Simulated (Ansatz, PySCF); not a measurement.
A series of proton affinity values:

A. C[Si](C)(C)N + H+ → C[Si](C)(C)[NH3+]
B. N#CC(F)(F)F + H+ -> [NH+]#CC(F)(F)F
C. C[SiH](C)N[SiH3] + H+ → C[SiH](C)[NH2+][SiH3]
D. N#N + H+ -> N#[NH+]

Quantity: proton affinity (enthalpy at 298 K, with B3LYP-D3(BJ) rigid-rotor harmonic-oscillator terms from PySCF), kJ/mol. Each molecule is optimised on its own at B3LYP-D3(BJ)/def2-TZVP (Ansatz, an electronic-structure program), one conformer each, not searched for the lowest. Correlated levels leave the core frozen unless marked. No spin-orbit coupling. No relativistic terms. CBS(X,Y): correlation extrapolated as X^-3; Hartree-Fock from the larger set. The bracket is a focal-point correction in the basis named. Positive means that the reaction releases energy.

```
   revPBE-D4/def2-TZVPD (Ansatz + dftd4)  PBE0-D3(BJ)/def2-TZVP (Ansatz + dftd3)  BHLYP/def2-TZVPD (Ansatz)  RI-MP2/CBS(cc-pV(T+d)Z,cc-pV(Q+d)Z)+[CCSD(T)-MP2]/cc-pV(T+d)Z (Ansatz)
-  -------------------------------------  --------------------------------------  -------------------------  ----------------------------------------------------------------------
A                                  934.8                                   940.4                      932.8                                                                       …
B                                  689.6                                   688.2                      682.7                                                                       …
C                                  902.4                                   904.9                      899.2                                                                       …
D                                  502.7                                   495.1                      484.1                                                                       …
```

Q: Fill in the missing entries.

A: 
- A, RI-MP2/CBS(cc-pV(T+d)Z,cc-pV(Q+d)Z)+[CCSD(T)-MP2]/cc-pV(T+d)Z (Ansatz): 926.6
- B, RI-MP2/CBS(cc-pV(T+d)Z,cc-pV(Q+d)Z)+[CCSD(T)-MP2]/cc-pV(T+d)Z (Ansatz): 677.4
- C, RI-MP2/CBS(cc-pV(T+d)Z,cc-pV(Q+d)Z)+[CCSD(T)-MP2]/cc-pV(T+d)Z (Ansatz): 895.4
- D, RI-MP2/CBS(cc-pV(T+d)Z,cc-pV(Q+d)Z)+[CCSD(T)-MP2]/cc-pV(T+d)Z (Ansatz): 493.4
